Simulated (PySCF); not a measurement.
Bond curve of SrI

Set-up: basis Sr def2-TZVPP with ECP28, I def2-TZVPP with ECP28; scalar-relativistic core potentials; PySCF 2.14. Energies in eV from Sr + I in their ground configurations at the same level. State: ²Σ⁺ (doublet), unpaired electrons σ ↑.

```csv
R (Å),B2PLYP,UHF,PW91,ωB97M-V
2.569,-2.171,-1.676,-2.518,-2.161
2.688,-2.632,-2.241,-2.933,-2.615
2.808,-2.888,-2.575,-3.154,-2.862
2.897,-2.982,-2.716,-3.228,-2.950
2.987,-3.016,-2.787,-3.245,-2.978
3.077,-3.005,-2.806,-3.220,-2.961
3.196,-2.938,-2.771,-3.140,-2.888
3.345,-2.802,-2.662,-2.992,-2.743
3.525,-2.593,-2.474,-2.777,-2.524
3.764,-2.284,-2.180,-2.467,-2.203
```

Put a parabola through the three lowest points of the B2PLYP curve and estimate Re, k and ωe (reduced mass 51.93 u; 1 eV/Å² = 0.16022 mdyn/Å; ωe = 1302.8·√(k/μ) cm⁻¹).

Through R = 2.897, 2.987, 3.077 Å the second-order coefficient is 2.78 eV/Å², so Re ≈ 3.010 Å, k ≈ 0.890 mdyn/Å and ωe ≈ 171 cm⁻¹. A polynomial fit of higher order to the unrounded B2PLYP energies gives Re = 3.005 Å, k = 0.849 mdyn/Å, ωe = 167 cm⁻¹; anharmonicity and rounding make the difference.

The higher-order fit for each curve: B2PLYP: Re = 3.005 Å, ωe = 167 cm⁻¹, De = 3.02 eV; UHF: Re = 3.070 Å, ωe = 162 cm⁻¹, De = 2.81 eV; PW91: Re = 2.975 Å, ωe = 169 cm⁻¹, De = 3.25 eV; ωB97M-V: Re = 2.993 Å, ωe = 169 cm⁻¹, De = 2.98 eV.

Correlated steps freeze 4 core orbitals. These are scalar-relativistic numbers at best; spin–orbit coupling would shift them, the dissociation energy most. B2PLYP dipoles, levels and charges come from its SCF part alone. The state is the lowest determinant that a PBE0 search found; another state may lie lower at other levels.
